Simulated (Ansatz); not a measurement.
```yaml
atoms:
  - { symbol: C, position_ang: [0.0036, -0.2926, -1.2923] }
  - { symbol: C, position_ang: [-0.0268, 0.6098, 0.0196] }
  - { symbol: C, position_ang: [0.0106, -0.2665, 1.2904] }
  - { symbol: H, position_ang: [0.0348, 0.4024, -2.1593] }
  - { symbol: H, position_ang: [0.8810, -0.9466, -1.3826] }
  - { symbol: H, position_ang: [-0.8815, -0.9580, -1.3022] }
  - { symbol: H, position_ang: [-0.8707, 1.2409, -0.0618] }
  - { symbol: H, position_ang: [0.9311, 1.1934, 0.0130] }
  - { symbol: H, position_ang: [0.0096, 0.3839, 2.2151] }
  - { symbol: H, position_ang: [-0.9478, -0.8949, 1.2883] }
  - { symbol: H, position_ang: [0.8757, -0.8589, 1.2903] }
```

Basis set: 6-31G (spherical functions). Correlated methods keep 3 orbitals frozen. Charge 0, multiplicity 1.

Computed with Ansatz (development build ahead of 0.2.0); each method stands on the lowest determinant of its kind that the runs found. Restricted open shells among the atoms or ions are ROHF, correlated in semicanonical orbitals with singles.

The atomization energy at this shape (free ground-state atoms in the same class of orbitals less the molecule, no zero-point energy) of singlet C₃H₈:

| method | atomization energy |
| --- | --- |
| RHF-MP2 | 3666.6 kJ/mol |

(1) What does RHF give?

## Answers

(1) 3115.7 kJ/mol.

This basis has no polarisation functions and is too small for such energies, which can lie far from measured ones in either direction.
